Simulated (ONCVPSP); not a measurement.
What the settings do to the ONCV potential of promethium

Base potential:

Pm, optimised norm-conserving Vanderbilt (ONCV), made with ONCVPSP 4.0.1 (PBE, scalar-relativistic). Core [Kr] 4d10, reference 4f5 5s2 5p6 6s1 6p1. Waves: 5s+6s: rc 2.05 bohr, ncon 3, nbas 6, qcut 5.8 1/bohr, 3 projectors, debl 1.7 Ha; 5p+6p: rc 2.85 bohr, ncon 4, nbas 8, qcut 5.7 1/bohr, 2 projectors; d scattering state at 0.33 Ha: rc 3.10 bohr, ncon 4, nbas 9, qcut 3.6 1/bohr, 3 projectors, debl 3 Ha; 4f: rc 1.40 bohr, ncon 3, nbas 7, qcut 13.4 1/bohr, local. Local part: the f channel. Core correction: Teter function, fcfact 2.75, rcfact 1.1.

In the d channel the program set the typed energies aside and used -0.101, 2.899, 5.899 Ha.

All-electron outer shells of the reference configuration (PBE, scalar-relativistic, ld1.x):

```
shell  level (eV)  outermost node (bohr)  outermost maximum (bohr)
   4d     -123.98                   0.29                      0.60
   5s      -43.15                   0.70                      1.29
   5p      -23.93                   0.75                      1.46
   6s       -4.23                   1.73                      3.68
   4f       -3.38                      –                      0.64
   6p       -1.78                   2.08                      4.96
```

Cutoffs, loose and tight: the cutoffs (Ha) at which the residual kinetic energy of the hardest occupied pseudo-wave falls to 1 and 0.1 mHa per electron. They do not see the model core or the augmentation charge, which bear on the density cutoff. Test errors are all-electron minus pseudo excitation energies from the reference, over the configurations 4f5 5s2 5p6 6s2 6p0; 4f5 5s2 5p6 6s1 6p0; 4f5 5s2 5p6 6s0 6p0; 4f4 5s2 5p6 6s2 6p0. A dash means not determined; rows that change the core or the reference have their own tests.

A true bound ghost makes a file unfit for plane-wave use even where its test errors are small: the radial tests pick states by their node count and pass the ghost by.

```csv
change,outcome,"cutoff, loose","cutoff, tight",bound ghosts,GHOST(+) flags above zero,largest test error (meV)
base,"generated, projector energies reset by the program",69 Ha,77 Ha,"s, p",d,tests left out (the all-electron energies of this program are off by 10 to 40 meV for near-neutral 4f atoms)
"core correction Teter function, fcfact 6.9, rcfact 1.1","generated, projector energies reset by the program",69 Ha,77 Ha,"s, p",d,tests left out (the all-electron energies of this program are off by 10 to 40 meV for near-neutral 4f atoms)
s: qcut 4.4; p: qcut 4.4; d: qcut 2.8; f: qcut 10.3,"generated, projector energies reset by the program",50 Ha,117 Ha,"s, p","s, d",tests left out (the all-electron energies of this program are off by 10 to 40 meV for near-neutral 4f atoms)
"core correction polynomial model core, fcfact 0.7","generated, projector energies reset by the program",69 Ha,77 Ha,"s, p",d,tests left out (the all-electron energies of this program are off by 10 to 40 meV for near-neutral 4f atoms)
s: debl 0.35,"generated, projector energies reset by the program",69 Ha,77 Ha,"s, p",d,tests left out (the all-electron energies of this program are off by 10 to 40 meV for near-neutral 4f atoms)
d: qcut 3.1,"generated, projector energies reset by the program",69 Ha,77 Ha,"s, p, d",none,tests left out (the all-electron energies of this program are off by 10 to 40 meV for near-neutral 4f atoms)
```

Problem. What comes out with this change to the base: f: nbas 6?

Solution. outcome: generated, projector energies reset by the program; cutoff, loose: 67 Ha; cutoff, tight: 74 Ha; bound ghosts: s, p; GHOST(+) flags above zero: d; largest test error (meV): tests left out (the all-electron energies of this program are off by 10 to 40 meV for near-neutral 4f atoms).

Problem. What comes out with this change to the base: f: nproj 1; local potential polynomial inside 1.10 bohr (lpopt 5, dvloc0 0 Ha)?

Solution. outcome: generated, projector energies reset by the program; cutoff, loose: 69 Ha; cutoff, tight: 77 Ha; bound ghosts: s; GHOST(+) flags above zero: p, d; largest test error (meV): tests left out (the all-electron energies of this program are off by 10 to 40 meV for near-neutral 4f atoms).
